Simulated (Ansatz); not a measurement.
Cost and result up the ladder for trans-VF2(H2O)4 (VO₄F₂H₈) (15 atoms). Charge 0, multiplicity 4. Geometry: PBE-D4/def2-SVP.

```tsv
atom	x (Å)	y (Å)	z (Å)
F1	-0.110	1.898	0.772
F2	0.109	-1.897	-0.773
O3	-1.795	0.994	-0.741
O4	1.795	-0.994	0.741
O5	-1.389	-1.282	1.076
O6	1.390	1.282	-1.076
V7	0.000	0.000	0.000
H8	-1.687	1.312	-1.657
H9	-1.381	1.718	-0.153
H10	1.381	-1.718	0.152
H11	1.686	-1.313	1.657
H12	-1.066	-1.928	0.369
H13	-2.274	-1.000	0.773
H14	2.275	1.000	-0.771
H15	1.067	1.928	-0.368
```

Ansatz on 4 threads of Arm Neoverse V2 on a shared host. Times are rough, and most runs start from the orbitals of an earlier one. No level here is sound enough to serve as a yardstick. Binding counts from free atoms at the same level (F doublet, O triplet, V quartet, H doublet; other spins of the atoms weren't run), without zero-point energy or a counterpoise term.

Correlated methods freeze 11 core orbitals; core or outer-core shells of V are correlated, in sets that lack core-valence functions. No other spin state of charge 0 was run.

Correlated methods converge slowly with the basis.

```
           level  functions  wall time
       HF/STO-3G         56     0.45 s
PBE0-D4/def2-SVP        155      4.4 s
   MP2/def2-TZVP        279       13 s
    HF/def2-TZVP        279       16 s
```

Q: Estimate what each level gives for the binding energy per atom (eV).

A: 
```csv
level,binding energy per atom (eV)
HF/STO-3G,2.39
PBE0-D4/def2-SVP,3.65
MP2/def2-TZVP,3.61
HF/def2-TZVP,2.46
```
